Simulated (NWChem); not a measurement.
Species: MgN$_{2}$H$_{6}$ClF; SMILES [NH3]->[Mg](<-[NH3])([F])[Cl]

All runs: NWChem. Coordinates come from a PBE0/def2-SVP optimisation. Total energies compare along this basis series because the functional is fixed.

| level | basis functions | energy (Ha) | highest occupied level (eV) | orbital gap (eV) | dipole (D) |
|---|---|---|---|---|---|
| B3LYP/def2-SVP | 108 | -873.1211 | ? | 6.25 | 7.11 |
| B3LYP/def2-SVPD | 159 | -873.1536 | -7.22 | 6.11 | 7.21 |
| B3LYP/def2-TZVP | 198 | -873.6113 | -7.10 | 6.28 | 7.16 |
| B3LYP/def2-TZVPP | 251 | -873.6166 | -7.11 | 6.28 | 7.13 |

Question: What belongs in the gaps?

Answer: 
- B3LYP/def2-SVP, highest occupied level (eV): -6.78
